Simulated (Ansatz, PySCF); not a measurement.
Species: GaI2, charge 0, doublet. GaI2 (SMILES [I][Ga][I], doublet).
B3LYP-D3(BJ)/def2-TZVP minimum from Ansatz (a quantum-chemistry and plane-wave program):
```
Ga
I 1 2.5655
I 1 2.5655 2 121.56
```
Charge 0, spin multiplicity 2.

Atomisation energy term by term, kcal/mol (programs: Ansatz). UHF or UKS for unpaired electrons; spin-orbit terms are left out. Correlated methods leave the cores frozen (noble-gas shells, and filled d and f shells in the p block). Past Kr the def2 sets carry scalar-relativistic core potentials. CBS(X,Y): correlation extrapolated as X^-3, Hartree-Fock from the larger set. A bracket is a step between two methods taken in the basis named. For partners of very few electrons the exact lower level stands in for a higher one. Spin-orbit terms, left out, reach several kcal/mol for Br and I, and more for heavier atoms. The spin of GaI2 ([I][Ga][I], doublet) was assumed, and the state is the lowest solution found for it.

```tsv
term	basis	kcal/mol
Hartree-Fock	def2-QZVPP	83.65
CCSD correlation	CBS(def2-TZVPP,def2-QZVPP)	31.81
(T)	CBS(def2-TZVPP,def2-QZVPP)	5.59
CCSDT(Q) - CCSD(T)	def2-SVP	0.55
minus zero-point energy	Hessian by PySCF at B3LYP-D3(BJ)/def2-TZVP	-0.67
sum: D0		120.9
```
